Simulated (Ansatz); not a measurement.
Total energies of CH$_{3}$InO$_{2}$Se (`O=[C]([SeH])[InH][OH]`).

```json
{"atom": "O1", "x (Å)": "-1.5529", "y (Å)": "-0.1544", "z (Å)": "0.6202"}
{"atom": "C2", "x (Å)": "-0.7347", "y (Å)": "0.4275", "z (Å)": "-0.0207"}
{"atom": "Se3", "x (Å)": "-1.1150", "y (Å)": "2.1114", "z (Å)": "-0.9495"}
{"atom": "In4", "x (Å)": "1.3327", "y (Å)": "-0.3829", "z (Å)": "-0.2047"}
{"atom": "O5", "x (Å)": "1.3451", "y (Å)": "-2.0661", "z (Å)": "0.8382"}
{"atom": "H6", "x (Å)": "-2.5234", "y (Å)": "2.1955", "z (Å)": "-0.5289"}
{"atom": "H7", "x (Å)": "2.7620", "y (Å)": "0.1100", "z (Å)": "-0.9882"}
{"atom": "H8", "x (Å)": "0.4863", "y (Å)": "-2.2409", "z (Å)": "1.2336"}
```

Total charge 0; spin multiplicity 1. Correlated methods include outer-core shells of In, Se, which these sets cover unevenly. Scalar relativity is left out up to krypton. In: def2 effective core potential. Geometry: relaxed with PBE0-D4/def2-TZVP. It is one conformer, not always the lowest. Basis def2-TZVPP, the Gaussian-basis code of Ansatz.

RPA on PBE orbitals: Hartree–Fock energy of these orbitals -2778.36703 Eh, correlation -1.78944 Eh (frozen core).

```tsv
functional	energy without D4 (Eh)	D4 term (kJ/mol)
LDA (SPW92)	-2776.96220	–
PBE	-2781.56818	-19.0
revPBE	-2781.92568	-48.6
BLYP	-2782.09166	-40.6
r2SCAN	-2782.09204	-4.4
B97M-V	-2781.64342	–
PBE0	-2781.63012	-16.3
B3LYP	-2782.22758	-31.2
r2SCANh	-2782.05861	-4.8
r2SCAN0	-2782.01079	-5.4
HSE06 (plane-wave form)	-2781.62354	-15.4
BHLYP	-2781.92071	-27.9
CAM-B3LYP	-2782.15339	-16.9
LC-ωPBE	-2781.69804	–
ωB97X-V	-2781.81329	–
ωB97M-V	-2781.87593	–
B2PLYP	-2781.40298	–
PBE-QIDH	-2781.07627	–
```

B3LYP takes the VWN-RPA correlation (the form of Gaussian; ORCA's B3LYP/G). HSE06 is the plane-wave form, built on full-range PBE exchange. The double hybrids freeze the cores in their second-order part.

LC-ωPBE has ω = 0.4 bohr⁻¹.
